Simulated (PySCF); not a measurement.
Species, as SMILES: [SiH]F (F-SiH) (closed-shell singlet).
Geometry (B3LYP-D3(BJ)/def2-TZVP, fixed):
```xyz
3

Si    -0.2468    -0.3148     0.4521
H     -0.9813    -1.2112    -0.5591
F      0.4929     0.6243    -0.6411
```

How fast the isotropic shielding of H2 converges with the basis for several methods (PySCF): deviation from each method's own reference, in ppm. References: HF 23.60 ppm, the value in pcSseg-3; PBE 21.71 ppm, the value in pcSseg-3; PBE0 22.15 ppm, the value in pcSseg-3. All functions are spherical. No added dispersion term, no relativity. GIAO; atoms are numbered in the order shown.

| basis | functions | HF | PBE | PBE0 |
|---|---|---|---|---|
| pcSseg-0 | 24 | -1.95 | -1.44 | -1.63 |
| 6-31G | 24 | -1.65 | -1.35 | -1.47 |
| pcseg-1 | 37 | -0.25 | -0.27 | -0.23 |
| def2-SVP | 37 | -0.03 | 0.01 | 0.01 |
| pcSseg-1 | 46 | -0.26 | -0.16 | -0.17 |
| def2-TZVP | 74 | -0.01 | 0.04 | 0.04 |
| cc-pV(T+d)Z | 83 | 0.01 | 0.04 | 0.04 |
| jun-cc-pV(T+d)Z | 101 | -0.06 | -0.01 | -0.02 |
| aug-pcseg-2 | 119 | 0.00 | 0.02 | 0.02 |
| pcseg-3 | 157 | 0.01 | 0.01 | 0.01 |
| def2-QZVPP | 157 | 0.02 | 0.04 | 0.03 |
| def2-QZVPPD | 175 | 0.03 | 0.05 | 0.04 |

Mean absolute deviation over def2-TZVP, cc-pV(T+d)Z, jun-cc-pV(T+d)Z, aug-pcseg-2: HF 0.02, PBE 0.03, PBE0 0.03 ppm.
